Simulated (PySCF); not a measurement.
Stepwise substitution at one centre (In NH2-H). Isolated molecules, 0 K electronic values unless said otherwise. One relaxed conformer stands for each flexible species; it need not be the lowest. Strings in code marks are SMILES.

The T1 excitation (TDA) from two functionals at the same geometries (CAM-B3LYP-D3(BJ)/def2-TZVP), both in PySCF: PBE-D3(BJ)/def2-TZVP and TPSSh-D3(BJ)/def2-TZVP. Excitations are Tamm–Dancoff values on a coarser integration grid. The basis has no diffuse functions, so Rydberg states are missing or too high.

| species | PBE-D3(BJ)/def2-TZVP (eV) | TPSSh-D3(BJ)/def2-TZVP (eV) |
|---|---|---|
| 0 of 3 NH2 replaced by H (`[NH2][In]([NH2])[NH2]`) | 3.62 | 4.05 |
| 1 of 3 NH2 replaced by H (`[NH2][InH][NH2]`) | 3.91 | 4.30 |
| 2 of 3 NH2 replaced by H (`[NH2][InH2]`) | 3.53 | 3.86 |

Over these rows, drawn at random from the members with no instability flagged (it was tested for open shells, ions and some series alone), PBE minus TPSSh-D3(BJ): mean -0.38 eV, from -0.43 eV to -0.33 eV.
